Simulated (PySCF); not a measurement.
**Correlation energy of Al (aluminium, neutral)**

[Ne] 3s2 4s1, 2S determinant (an excited configuration). Computed with PySCF 2.14 in aug-cc-pVDZ-DK (5s4p2d, 27 functions), with the spin-free X2C one-electron Hamiltonian (Gaussian nucleus). Frozen: [Ne]; 3 electrons correlated.

MP2 pair energies summed by pair of shells (mhartree):

```json
{"pair": "3s-3s", "energy": "-24.87", "share (%)": "80.9"}
{"pair": "3s-4s", "energy": "-5.85", "share (%)": "19.1"}
```

Total MP2 correlation energy: -30.72 mhartree.

Same-spin part -2.13 and opposite-spin part -28.58 mhartree; SCS-MP2 scales them by 1/3 and 6/5 to -35.01 mhartree.
